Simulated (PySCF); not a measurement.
Al(Me)2(SH) (C2H7AlS), SMILES [CH3][Al]([CH3])[SH]. Atoms are numbered in the order given.

```xyz
11

Al    -0.2876     0.2398    -0.1677
C     -1.9931    -0.5721    -0.6743
H     -2.0360    -1.6513    -0.4572
H     -2.1878    -0.4381    -1.7532
H     -2.8322    -0.0887    -0.1433
C      0.1238     2.1375    -0.4230
H      0.0667     2.4049    -1.4933
H      1.1226     2.4270    -0.0594
H     -0.6188     2.7695     0.0958
S      1.2054    -1.1108     0.7295
H      2.1532    -0.1600     0.9020
```

Geometry optimised at B3LYP-D3(BJ)/def2-SVP. The structure was generated by enumeration; whether it is a known compound was not checked. Other conformers were not sampled.

Level of theory: PySCF with PBE0/def2-TZVP.

ESP charges are fitted to the potential on shells at 1.4 to 2.0 van der Waals radii. Atomic charges (e):

```
atom  meta-Löwdin  ESP fit
----  -----------  -------
Al1          0.79     0.86
C2          -0.66    -0.65
H3           0.13     0.16
H4           0.13     0.13
H5           0.13     0.13
C6          -0.66    -0.98
H7           0.13     0.23
H8           0.13     0.20
H9           0.13     0.23
S10         -0.36    -0.49
H11          0.11     0.19
```
